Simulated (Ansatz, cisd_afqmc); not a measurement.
System: Al, charge 0, doublet.

Total energies in cc-pVTZ-DK, 3 correlated electrons, 5 frozen orbitals. UHF or UKS for unpaired electrons; spin-orbit terms are left out. The -DK rows use spin-free X2C. AFQMC/CISD: phaseless, guided by CISD from CCSD amplitudes; bars are statistical, one sigma. Outlying blocks are dropped, and bars are widened where a walk drifts. Over all cases where full CI ran beside it in this data, AFQMC minus full CI had a median of +0.1 mEh and passed +0.4 mEh in a tenth of the cases. Full CI freezes restricted core orbitals and the other rows unrestricted ones, which leaves a small offset even where coupled cluster is exact.

| method | program | energy (Eh) | error against FCI (mEh) |
|---|---|---|---|
| HF | Ansatz | -242.31454 | 52.54 |
| MP2 | Ansatz | -242.35037 | 16.70 |
| CCSD | Ansatz | -242.36548 | 1.59 |
| CCSD(T) | Ansatz | -242.36662 | 0.45 |
| CCSDT | Ansatz | -242.36709 | -0.02 |
| AFQMC/CISD | cisd_afqmc | -242.3669 ± 0.0001 | 0.2 ± 0.1 |
| FCI | Ansatz | -242.36707 | 0.00 |

Ansatz is an electronic-structure program.
